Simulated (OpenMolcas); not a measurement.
N+: effect of the active space

```
Program             : OpenMolcas 26.06
Method              : CASSCF or its RAS form
Basis               : ANO-RCC-VQZP
Scalar Hamiltonian  : DKH2, point nucleus
Spin-orbit coupling : state interaction with AMFI integrals over the reference wave functions, term energies averaged over their components
```

A. 2 electrons in 3 orbitals (2p); 2S+1 = 3 even, 3 roots; 2S+1 = 1 even, 6 roots; cost of the order of 2.2 core-seconds
B. 4 electrons in 4 orbitals (2s 2p); 2S+1 = 3 even, 6 roots; 2S+1 = 1 even, 6 roots; 2S+1 = 5 odd, 1 root; 2S+1 = 3 odd, 9 roots; 2S+1 = 1 odd, 8 roots; cost of the order of 13 core-seconds
C. 4 electrons in 8 orbitals (2s 2p 3s 3p); 2S+1 = 3 even, 3 roots; 2S+1 = 1 even, 6 roots; 2S+1 = 5 odd, 1 root; 2S+1 = 3 odd, 9 roots; 2S+1 = 1 odd, 8 roots; cost roughly 17 core-seconds
D. 2 electrons in 9 orbitals (RAS2 2p; RAS3 3s 3d, at most 1 electron); 2S+1 = 3 even, 3 roots; 2S+1 = 1 even, 6 roots; 2S+1 = 3 odd, 15 roots; 2S+1 = 1 odd, 8 roots; cost roughly 18 core-seconds
E. 4 electrons in 9 orbitals (RAS2 2s 2p; RAS3 3d, at most 2 electrons); 2S+1 = 3 even, 6 roots; 2S+1 = 1 even, 11 roots; 2S+1 = 5 odd, 1 root; 2S+1 = 3 odd, 9 roots; 2S+1 = 1 odd, 8 roots; cost about 25 core-seconds

Energies in cm-1 above 2s2 2p2 3P0, the measured ground level; measured values from NIST Handbook of Basic Atomic Spectroscopic Data.

```
      Level      A      B      C      D      E  Measured
2s2 2p2 3P0    0.0    0.0    0.0    0.0    0.0       0.0
2s2 2p2 3P1   47.7   44.7   45.8   47.7   44.1      48.7
2s2 2p2 3P2    142    133    136    142    131       131
2s2 2p2 1D2  17800  17499  17567  17800  17521     15316
2s2 2p2 1S0  43858  30671  29270  43858  36528     32689
```

Deviations, from unrounded energies. A percentage is the sum of absolute deviations over the sum of measured energies, with the sign that they share, or ± where signs differ.

```csv
Against measurement,Levels,A,B,C,D,E
mean absolute deviation (cm-1),4,3400,1100,1400,3400,1500
fine structure of the ground term (%),2,±6.8,±3.3,±4.5,±6.8,±2.8
other terms of the ground configuration (%),2,+28.4,±8.8,±11.8,+28.4,+12.6
```

B lies closest to measurement on these levels and D furthest from it. The largest miss of B in the table is 2s2 2p2 1D2, by +2200 cm-1. The ranking rests on the paired levels alone, and a cruder setting can come out closer through cancelling errors.

Among A to E the level of the table that moves most is 2s2 2p2 1S0, by 15000 cm-1 (lowest in C, highest in D).

Without dynamic correlation excited terms often stand tens of per cent too high (terms of higher spin than the ground term too low), and those without a measured partner can miss by more than the paired ones. With the s shell closed, the reference lacks s² → p² mixing (holds for A; D). The run also gave levels led by 2s2 2p 3s, which use shells meant for correlation; these and all levels above them are left out (holds for C). Active for correlation alone: 3d; no level in the range computed is led by a configuration that fills it, so any true level of that kind is missing (holds for E). Computed and measured levels are paired by configuration, term and J; levels that our copy of the source lacks, or whose pairing is in doubt (as where it misses far off the trend of its configuration), stay unpaired and out of the deviations. Levels of configurations outside the active space are missing. Levels that lie high or do not pair safely by name in every column are left out.
